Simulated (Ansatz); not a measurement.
C$_{2}$H$_{7}$OS, charge +2, doublet, geometry from GFN2-xTB of the parent state (a state made from the parent by changing its charge; the spin is typed, not shown lowest); Ansatz (a first-principles code) with MP2/STO-3G.

Input for Ansatz:
Ansatz 0.2 input:
```yaml
crystal:
  periodic: [false, false, false]
  atoms:
    - {symbol: C, position_ang: [1.40171610, -0.75481551, -0.13144872]}
    - {symbol: S, position_ang: [-0.02631153, 0.13107076, 0.51316754]}
    - {symbol: C, position_ang: [-1.33721783, -0.83710786, -0.25086280]}
    - {symbol: O, position_ang: [-0.02031928, 1.38387242, -0.48762225]}
    - {symbol: H, position_ang: [2.30606292, -0.23659248, 0.17712055]}
    - {symbol: H, position_ang: [1.41064987, -1.75703652, 0.28732886]}
    - {symbol: H, position_ang: [1.35483657, -0.79600116, -1.21589801]}
    - {symbol: H, position_ang: [-1.19383558, -0.87257702, -1.32701691]}
    - {symbol: H, position_ang: [-2.29439263, -0.37481498, -0.02345354]}
    - {symbol: H, position_ang: [-1.32246003, -1.83915389, 0.16816870]}
    - {symbol: H, position_ang: [-0.06431200, 2.25960481, -0.08208314]}
basis:
  gaussian:
    orbitals: STO-3G
total_charge: 2
magnetization: {spin_polarized: true, initial_magnetization: 1}
correlation: {method: mp2}
```

Output, abridged:

```
Functional definition: HF
409 factors; integrals over basis functions are off by at most 2.5e-5 eV
mean field evaluation 1: about -14828.8380 eV, gradient 2.2e1 eV
mean field evaluation 2: about -14828.9907 eV, gradient 2.2e1 eV
mean field evaluation 4: about -14833.1367 eV, gradient 2.5e0 eV
mean field evaluation 8: about -14833.5734 eV, gradient 7.2e-1 eV
mean field evaluation 16: about -14833.6287 eV, gradient 5.0e-5 eV
mean field evaluation 32: about -14833.0829 eV, gradient 3.4e0 eV
mean field -14834.37252408 eV, -545.1531351612 hartree, gradient 2.2e-6 eV, S^2 0.760306; 6 other end points of the search recorded, 0 dependent functions left out
8 core orbitals not correlated
reference -14834.37252408 eV, -545.1531351612 hartree; 13, 12 occupied and 10, 11 virtual orbitals, 409 factors
second order -4.34459680 eV of doubles, -0.00000000 eV of singles
Total energy: -14838.71712088 eV, -545.3127961486 hartree
```
